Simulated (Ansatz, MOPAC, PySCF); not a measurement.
Complex: HCl (SMILES Cl) (first 2 atoms) with H2 (SMILES [H][H]); geometry from B3LYP-D3(BJ)/def2-TZVP, rigid monomers moved along the line of their centres of mass till H2···H4 is 3.23 Å.
(charge 0, multiplicity 1):
```xyz
4

Cl    -0.118    -0.588    -0.721
H     -0.074    -0.402     0.547
H     -0.321     0.161     3.715
H      0.398    -0.036     3.718
```

Counterpoise-corrected where a basis set is named; no monomer relaxation. Rows marked so take none.

Correlated levels freeze the cores. CBS: X⁻³ extrapolation of the correlation energy, Hartree–Fock from the larger set. Rows in 3-21G, 6-31G* carry no dispersion term and start afresh at each structure (6-31G* with six Cartesian d functions). MP2/6-31G* freezes PySCF's default core. The state that AM1, PM3 reach isn't checked.

Run with Ansatz (Gaussian basis) for Hartree–Fock, density functionals and correlated methods; MOPAC for AM1, PM3 (differences of heats of formation); PySCF for 3-21G rows, 6-31G* rows, the dispersion terms. 

Other levels give for the interaction energy: PBE/def2-TZVPPD -1.1; B3LYP/def2-TZVPPD -0.4; B3LYP-D3(BJ)/def2-TZVPPD -1.0; wB97M-V/def2-TZVPPD -1.0; CCSD(T)/CBS(aug-cc-pV(T+d)Z, aug-cc-pV(Q+d)Z) -1.1 kJ/mol.

Common cheap choices:

| level | interaction energy (kJ/mol) | less -1.1 (CCSD(T)/CBS(aug-cc-pV(T+d)Z, aug-cc-pV(Q+d)Z)) |
|---|---|---|
| AM1 | -0.2 | 0.9 |
| PM3 | -0.9 | 0.3 |
| HF/6-31G* | -0.3 | 0.8 |
| HF/6-31G* (no counterpoise) | -0.4 | 0.7 |
| B3LYP/3-21G (no counterpoise) | -0.6 | 0.5 |
| B3LYP/6-31G* | -0.2 | 0.9 |
| M06-2X/6-31G* (no counterpoise) | -1.1 | 0.0 |
| MP2/6-31G* | -0.4 | 0.7 |

Ansatz is an electronic-structure program.
